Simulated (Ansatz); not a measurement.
Molecule: bromoborane, sum formula BH2Br, net charge 0, singlet state. 
Coordinates optimised at B3LYP-D3(BJ)/def2-TZVP (Ansatz, a first-principles code):
SMILES: BBr
```xyz
4

B     -1.5458     0.1038    -0.1796
Br     0.3404    -0.0229     0.0396
H     -1.9662     0.9940    -0.8363
H     -2.2187    -0.7130     0.3500
```

Quantity: vertical electron affinity (to the doublet state of charge -1; a negative value means that the extra electron is unbound and the number depends on the basis; each state is the SCF solution reached for its spin), in eV. Cores are frozen in the correlated levels unless marked. UHF or UKS for open shells. Spin-orbit coupling is left out. The frozen core is the preceding noble-gas configuration, with the filled d and f shells of earlier blocks. Non-relativistic. Anions need diffuse functions: aug- sets have them; def2-D sets add few. Basis-set limits of correlation are two-point, X^-3; Hartree-Fock from the larger set.

```csv
level,program,vertical electron affinity (eV)
B3LYP/def2-TZVPD,Ansatz,0.07
BHLYP/def2-TZVPD,Ansatz,-0.10
CAM-B3LYP/def2-TZVPD,Ansatz,0.08
wB97M-V/def2-TZVPD,Ansatz,-0.04
B2PLYP/def2-TZVPD,Ansatz,-0.07
SCS-MP2/aug-cc-pVDZ,Ansatz,-0.20
SCS-MP2/aug-cc-pVTZ,Ansatz,-0.13
```

Problem. Estimate the value at CCSD(T)/CBS(aug-cc-pVTZ,aug-cc-pVQZ) as computed with Ansatz.

Solution. 0.08 eV, so SCS-MP2/aug-cc-pVTZ differs from it by -0.21 eV.
